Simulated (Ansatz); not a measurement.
C$_{2}$H$_{4}$BClO$_{2}$, SMILES `C=COB(O)Cl`. The species carries charge 0 and has multiplicity 1. The geometry is a stationary point of PBE0-D4/def2-TZVP. It is one conformer, not always the lowest.

```xyz
10

C    -0.585   -0.070   -2.053
C    -0.134    0.233   -0.849
O    -0.232   -0.656    0.185
B     0.226   -0.376    1.427
O     0.813    0.808    1.715
Cl    0.026   -1.625    2.662
H    -1.045   -1.028   -2.260
H    -0.495    0.651   -2.853
H     0.333    1.181   -0.603
H     1.093    0.882    2.630
```

Q: What is the dipole moment at B3LYP/def2-TZVPP? (Best estimate.)

A: Ansatz gave: 1.67 D, with components (0.72, 1.46, 0.37) D in this frame, pointing from negative to positive charge.

Q: And with PBE, r2SCAN, ωB97M-V? (Best estimate.)

A: Computed: PBE 1.64 D, r2SCAN 1.68 D, ωB97M-V 1.68 D.

Q: Give the Mulliken charges with B3LYP, r2SCAN, ωB97M-V in def2-TZVPP. (Estimate.)

A: Computed: 
```tsv
atom	B3LYP	r2SCAN	ωB97M-V
C1	-0.25	-0.23	-0.24
C2	0.09	0.11	0.09
O3	-0.27	-0.29	-0.27
B4	0.35	0.39	0.32
O5	-0.28	-0.31	-0.27
Cl6	-0.18	-0.18	-0.15
H7	0.11	0.09	0.11
H8	0.11	0.09	0.10
H9	0.12	0.11	0.11
H10	0.21	0.22	0.19
```

B3LYP here is the variant with VWN-RPA as its local correlation; programs differ in this.
